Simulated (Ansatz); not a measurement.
Start from `B[SiH](F)S` and change one atom or group to get `B[SiH](O)F`.

Ansatz, PBE0-D4/def2-TZVP geometries, multiplicity 1. Each molecule was computed in one conformer, which needn't be the lowest.

```
                                          property  `B[SiH](F)S`
              HOMO–LUMO gap (PBE0/def2-TZVPP) / eV          6.85
                HOMO energy (PBE0/def2-TZVPP) / eV         -7.49
                LUMO energy (PBE0/def2-TZVPP) / eV         -0.64
    zero-point energy (PBE0-D4/def2-TZVP) / kJ/mol         113.0
size of the dipole moment (ωB97M-V/def2-TZVPP) / D          1.03
             HOMO–LUMO gap (B3LYP/def2-TZVPP) / eV          6.43
```

Question: Give the same properties after the change, and the shifts. (Estimate.)

Answer: Computed: 
| property | `B[SiH](O)F` | shift |
| --- | --- | --- |
| HOMO–LUMO gap (PBE0/def2-TZVPP) / eV | 5.54 | -1.31 |
| HOMO energy (PBE0/def2-TZVPP) / eV | -8.28 | -0.79 |
| LUMO energy (PBE0/def2-TZVPP) / eV | -2.74 | -2.10 |
| zero-point energy (PBE0-D4/def2-TZVP) / kJ/mol | 121.0 | 8.0 |
| size of the dipole moment (ωB97M-V/def2-TZVPP) / D | 1.86 | 0.83 |
| HOMO–LUMO gap (B3LYP/def2-TZVPP) / eV | 5.14 | -1.29 |

With PBE0 the HOMO falls by 0.79 eV and the LUMO falls by 2.10 eV, so the gap narrows by about 1.31 eV. PBE moves the HOMO by -0.55 eV and ωB97M-V by -0.92 eV. Dipoles are sizes alone; their direction can turn.

B3LYP here is the variant with VWN-RPA as its local correlation; programs differ in this.
